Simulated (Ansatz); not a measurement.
Basis-set extrapolation for ClH5O2Si2, SMILES `O[Si](O)([SiH3])Cl` (PBE0-D4/def2-TZVP geometry, frozen core, Ansatz). Multiplicity 1, RHF reference.

|  | def2-TZVPP | def2-QZVPP |
| --- | --- | --- |
| HF | -1190.273128 | -1190.311639 |
| MP2 correlation | -0.911133 | -0.990223 |
| CCSD(T) correlation | -0.994528 | not run |

Energies in hartree. Use E(X) = E(∞) + A·exp(−7.88·√X) for Hartree–Fock and E(X) = E(∞) + B·X^(−2.97) for correlation, with X = 3 and 4, and add CCSD(T) minus MP2 of the smaller set to the MP2 limit.

**Question.** What is the CCSD(T) energy at the basis-set limit?

**Answer.** HF limit: -1190.311639 + (-0.038511) × 0.13774 = -1190.31694. MP2 limit: -0.990223 + (-0.079090) × 0.74074 = -1.04881. Higher-order term: -0.994528 − (-0.911133) = -0.08339. Total: -1191.44914 hartree, 476.5 kJ/mol below CCSD(T)/def2-TZVPP.
